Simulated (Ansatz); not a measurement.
Appearance energy of a fragment ion: C7H16O → [C4H9]+ + C3H7O + e⁻

Species: C7H16O (tert-butyl isopropyl ether) `CC(C)OC(C)(C)C`, singlet; [C4H9]+ `C[C+](C)C`, singlet; C3H7O `CC(C)[O]`, doublet. 

Shapes, held fixed at every level: PBE0-D4/def2-TZVP. Flexible molecules stand in one conformer, not always the lowest. Programs: Ansatz 0.2.0. Electronic energies: no zero-point or thermal term.

```
               level                    kind  ΔE (eV)  less CCSD(T)/CBS estimate
         HF/def2-SVP            Hartree–Fock    +8.56                      -2.25
       HF/def2-TZVPP            Hartree–Fock    +8.34                      -2.47
   PBE-D4/def2-TZVPP                     GGA   +10.21                      -0.60
 B3LYP-D4/def2-TZVPP           global hybrid   +10.27                      -0.54
  wB97M-V/def2-TZVPP  range-separated hybrid   +10.42                      -0.39
        MP2/def2-SVP     perturbation theory   +10.89                      +0.08
      MP2/def2-TZVPP     perturbation theory   +11.08                      +0.27
CCSD(T)/CBS estimate   coupled cluster or CI   +10.81                       0.00
```

The highest level, CCSD(T)/CBS estimate, gives ΔE = +10.81 eV; the levels span +8.34 to +11.08. The column of differences is taken from that level and isn't an error. No measured value is set beside it here. Open shells run unrestricted unless RO is named. The CBS estimate extrapolates MP2 from def2-TZVPP and def2-QZVPP and adds CCSD(T) − MP2 in the triple-zeta set, cores frozen. The onset seen in experiment also holds zero-point changes and kinetic shifts.
